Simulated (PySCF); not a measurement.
## Calculated NMR data

[PySCF 2.14: NMR shieldings at PBE0/pcSseg-1/GIAO; spin–spin couplings from B3LYP/pcJ-1 (spin–dipole term left out of most H,H and C,H couplings); PBE0-D3(BJ)/def2-SVP structure; non-relativistic Hamiltonian; a single conformation; in vacuum; averaged over atoms made equivalent by symmetry, fast rotation or ring inversion]

Chemical shifts δ = σref − σ; ¹H (σ = 31.27 ppm) and ¹³C (σ = 184.41 ppm) vs TMS, all at this level. Multiplet labels drop J under 1 Hz and among equivalent protons, and merge close values. Unscaled 3J(H,H) run several per cent high. One-bond C–F couplings are unscaled and too large by tens of Hz. Couplings to H on boron are left out. Carbons bonded to boron are broad in practice. Shifts are as computed. Against solution values, carbons near 30 ppm lie about +2 ppm off and those near 130 ppm about +5 ppm. Of 1313 compounds with measured shifts, 239 miss one by over three times the rms of a fit or turn the order of signals round; such compounds aren't used in these exercises.

Compound 1 (C7H9BO3). ¹H NMR (500 MHz, computed): δ 7.35 (dd, J = 2.3, 1.2 Hz, 1H), 6.67 (dd, J = 3.7, 1.8 Hz, 1H), 6.53 (dd, J = 3.7, 2.3 Hz, 1H), 4.99 (ddq, J = 12.4, 3.5, 1.3 Hz, 1H), 4.27 (br, 1H), 4.09 (m, 1H), 4.04 (m, 1H), 2.15 (m, 1H), 1.57 (m, 1H). ¹³C{¹H} NMR (computed): δ 159.6, 145.3, 116.6, 111.1, 69.5, 62.2, 35.4. Structure: SMILES c1([C@@H]2CCOBO2)ccco1.

Compound 2 (C4H6FN3). ¹H NMR (500 MHz, computed): δ 3.83 (s, 3H), 2.26 (d, J = 1.1 Hz, 3H). ¹³C{¹H} NMR (computed): δ 165.6 (C, d, J = 310.9 Hz), 130.5 (C, d, J = 15.0 Hz), 41.6 (CH3), 9.2 (CH3, d, J = 3.4 Hz). Structure: SMILES Cc1nn(C)nc1F.
